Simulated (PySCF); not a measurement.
Start geometry of `C=C[C]C(F)(F)F` [triplet] from GFN2-xTB (Å):
```
atom  x, y, z in Å
C1     2.0435   -0.4065    0.1392
C2     0.8114   -0.1967   -0.4288
C3    -0.3294    0.1052    0.2173
C4    -1.7124    0.3709   -0.1473
F5    -2.5435    0.3833    0.9042
F6    -1.8701    1.5659   -0.7665
F7    -2.2133   -0.5515   -1.0106
H8     2.8978   -0.6471   -0.4648
H9     2.1775   -0.3331    1.2028
H10    0.7475   -0.2858   -1.5210
```

**Question.** What comes out of this run: PySCF, PBE0-D3(BJ)/def2-SVP geometry optimisation, gas phase?

**Answer.** 
```
atom  x, y, z in Å
C1     2.029   -0.426    0.230
C2     0.779   -0.341   -0.354
C3    -0.312    0.292    0.180
C4    -1.702    0.504   -0.267
F5    -2.583    0.051    0.627
F6    -1.967    1.798   -0.465
F7    -1.935   -0.137   -1.423
H8     2.845   -0.950   -0.270
H9     2.226    0.030    1.202
H10    0.625   -0.817   -1.336
```

The energy falls by 0.091 eV over 15 energy and gradient evaluations, the largest force component goes from 0.0321 to 3.9e-04 Eh/bohr, and the atoms move by 0.363 Å rms after alignment. The bond that changes most is C2–C3 (ends: carbon bonded to 2 C and H; carbon bonded to 2 C), which lengthens by 0.024 Å. Bonds longer at the end by more than 0.005 Å: 5 of 9; shorter: 3. Among the angles that change most is C2–C3–C4, from 136.6° to 134.3°. Among the dihedrals that turn most is C2–C3–C4–F6, from -71° to -116°. Rotational constants go from 5390, 1517, 1494 to 5407, 1521, 1496 MHz. The orientation of the end geometry is arbitrary; only internal coordinates are fixed.

The run used 113 basis functions and 116 SCF cycles in all.

Not checked by PBE0-D3(BJ)/def2-SVP frequencies. ⟨S²⟩ = 2.054 (exact for a triplet: 2.00). This triplet need not be the ground state; the singlet was not compared here.

One conformer stands for the species.
